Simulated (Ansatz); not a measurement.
`FBBr` → `[BH]Br`• + F• at 298.15 K and 1 bar (homolysis of the B–F bond).

Computed with Ansatz on PBE0-D4/def2-TZVP structures; ΔE is electronic, products minus reactants. CBS: MP2 limit from def2 TZ/QZ plus the TZ coupled-cluster correction, frozen cores. This one scheme is used for every species, atoms too. Open shells (•) are unrestricted, without spin–orbit coupling. Spin–orbit coupling would lower the free atoms: a little for F. For Br outer-core shells are correlated without core-valence functions, so the limit isn't a true one: a few kJ/mol of doubt a bond, and 10 to 20 or more in all where bonds break to atoms. Scalar relativity is left out up to krypton.

```json
{"species": "`FBBr`", "CCSD(T)/CBS energy (Eh)": "-2698.59010", "H − E (kJ/mol)": "53.1", "S (J/(mol·K))": "273.8"}
{"species": "`[BH]Br`•", "CCSD(T)/CBS energy (Eh)": "-2598.64911", "H − E (kJ/mol)": "35.6", "S (J/(mol·K))": "251.2"}
{"species": "F•", "CCSD(T)/CBS energy (Eh)": "-99.66871", "H − E (kJ/mol)": "6.2", "S (J/(mol·K))": "160.5"}
```

H − E and S are ideal-gas, rigid-rotor, harmonic terms from PBE0-D4/def2-TZVP, with the whole ground term of open shells counted as degenerate. 1 Eh = 2625.50 kJ/mol, R = 8.31446 J/(mol·K).

Problem. By hand: ΔE, ΔH, ΔS and ΔG.

Solution. ΔE = (-2598.64911) + (-99.66871) − (-2698.59010) = 0.27228 Eh = 714.9 kJ/mol. Δ(H − E) = 35.6 + 6.2 − 53.1 = -11.3, so ΔH = 703.6 kJ/mol. ΔS = 251.2 + 160.5 − 273.8 = 137.9 J/(mol·K). ΔG = 703.6 − 298.15 × (137.9)/1000 = 662.5 kJ/mol.

Problem. By hand: the equilibrium constant, and the temperature at which ΔG would vanish if ΔH and ΔS stayed fixed.

Solution. log₁₀ K = −ΔG/(RT ln 10) = -116.1. ΔG = 0 at ΔH/ΔS = 5102 K, far beyond where these terms or the molecules hold.

The number of gas molecules changes by +1, which sets the sign of ΔS. A doubt of 5 kJ/mol in ΔE shifts log₁₀ K by 0.9 here. These are equilibria of isolated gas molecules and say nothing of rates. Largest T1 diagnostic: 0.013 (customary marks: 0.02 for closed shells, 0.045 for open ones).
